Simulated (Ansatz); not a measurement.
Consider the ligand exchange at a B–N bond: `CBNBN` + `O[SiH2]F` → `NBO[SiH2]F` + `CBN`.

Program: Ansatz. Geometries: PBE0-D4/def2-TZVP. ΔE: electronic, gas phase. CCSD(T)/CBS is the MP2 limit (def2-TZVPP, def2-QZVPP) plus CCSD(T) − MP2 in def2-TZVPP, frozen cores. DFT in def2-TZVPP. B3LYP here is the variant with VWN-RPA as its local correlation; programs differ in this. One conformer a species, not always the lowest.

`CBNBN`:

```xyz
13

C    -0.175    0.500    2.230
B     0.146    0.389    0.701
N    -0.458   -0.568   -0.135
B    -0.263   -0.792   -1.551
N     0.613   -0.023   -2.315
H     0.739    0.370    2.820
H    -0.916   -0.219    2.590
H    -0.533    1.508    2.470
H     0.942    1.146    0.207
H    -1.121   -1.191    0.303
H    -0.878   -1.671   -2.086
H     1.161    0.731   -1.938
H     0.744   -0.181   -3.297
```

`O[SiH2]F`:

Cartesian coordinates in Å:
```
O 0.887 -0.854 0.323
Si -0.183 0.345 0.051
F -1.682 -0.191 0.167
H 0.997 -1.539 -0.338
H 0.033 1.343 1.115
H -0.052 0.895 -1.318
```

`NBO[SiH2]F`:

Z-matrix (Å, degrees):
```
Si
F 1 1.594
O 1 1.625 2 109.4
H 1 1.476 2 107.3 3 117.2
H 1 1.480 2 107.3 3 -120.6
B 3 1.377 1 132.5 2 -94.5
N 6 1.392 3 119.1 1 175.4
H 6 1.200 3 120.8 1 -5.0
H 7 1.003 6 122.6 3 179.9
H 7 1.006 6 122.7 3 -0.8
```

`CBN`:

Cartesian coordinates in Å:
```
C -1.157 0.079 -0.195
B 0.320 0.464 0.163
N 1.351 -0.471 0.143
H -1.515 0.684 -1.035
H -1.826 0.313 0.640
H -1.298 -0.975 -0.454
H 0.611 1.589 0.469
H 2.304 -0.244 0.369
H 1.212 -1.438 -0.100
```

```
 level  ΔE (kJ/mol)
r2SCAN        -44.8
 B3LYP        -47.3
```

What does CCSD(T)/CBS give? (An estimate is asked.)

Computed: -41.7 kJ/mol. The listed levels differ from it by -3.1, -5.6 kJ/mol.

Largest T1 diagnostic among the species: 0.012.

In def2-TZVPP, CCSD(T) changes the Hartree–Fock value by +8.7 kJ/mol (the triples alone add +1.2 kJ/mol) and MP2 by +10.0 kJ/mol.
